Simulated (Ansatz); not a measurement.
Harmonic frequencies (cm⁻¹) at PBE0-D4/def2-TZVP from Ansatz: 52, 64, 88, 136, 139, 182, 374, 594, 610, 711, 974, 986, 1356, 1466, 1472, 3077, 3167, 3180.

Each molecule was computed in one conformer, which needn't be the lowest.

Problem. Which molecule is it?
A. `[SiH3][O][InH][Br]`
B. `[SiH3][In]([Cl])[Cl]`
C. `C[S][In]([F])[F]`
D. `C[Se][In]([F])[F]`

Solution. C.
